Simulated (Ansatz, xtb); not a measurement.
## Relative energy of two isomers of B3ClH7N3Si

Structure a: `[SiH3]N1BNB(Cl)NB1`, a singlet. Structure b: `[SiH3]N1BNBNB1Cl`, a singlet. Both are isolated molecules in the gas phase, relaxed with PBE0-D3(BJ)/def2-SVP.

Task: Estimate E(b) − E(a) at the level CCSD(T)/def2-SVP + ΔMP2/def2-TZVPP.

Result: CCSD(T)/def2-SVP + ΔMP2/def2-TZVPP gives E(b) − E(a) = −0.021 eV, slightly favouring structure b, which is too small a margin to settle the true order.

How the difference moves with the method:

```tsv
level	geometry	E(b) − E(a) (eV)	departure from the last row (eV)	job, with rough time for the two
GFN2-xTB	GFN2-xTB	−0.114	−0.093	optimisation, 2.2 s
HF/STO-3G	GFN2-xTB	+0.017	+0.037	single point, 2.7 s
r2SCAN-D4/def2-SVP	GFN2-xTB	+0.005	+0.026	single point, 15 s
PBE0-D3(BJ)/def2-SVP	PBE0-D3(BJ)/def2-SVP	−0.037	−0.016	optimisation, 5.6 min
HF/def2-SVP	PBE0-D3(BJ)/def2-SVP	+0.023	+0.044	part of the CCSD(T) run
MP2/def2-SVP	PBE0-D3(BJ)/def2-SVP	−0.030	−0.009	part of the CCSD(T) run
CCSD(T)/def2-SVP	PBE0-D3(BJ)/def2-SVP	−0.026	−0.005	single point
CCSD(T)/def2-SVP + ΔMP2/def2-TZVPP	PBE0-D3(BJ)/def2-SVP	−0.021		single point, 5.3 min
```

As drawn, both hold the same kinds of bond in the same numbers.

The largest departure from CCSD(T)/def2-SVP + ΔMP2/def2-TZVPP is that of GFN2-xTB, 0.093 eV. The last row adds to CCSD(T) the change of the MP2 difference between the two basis sets, here +0.005 eV.

With thermal terms from frequencies at re-optimised GFN2-xTB minima (ideal gas, soft modes damped towards free rotors, one conformer each, 298.15 K, 1 atm): the zero-point term adds +0.017 eV; ΔH is −0.012 and ΔG +0.013 eV.

The correlated steps freeze 16 core orbitals. Codes used: Ansatz 0.2.0, xtb 6.7.1; the last row on 2 threads of Intel(R) Xeon(R) Processor @ 2.50GHz (Skylake/Cascade Lake) on a shared host.
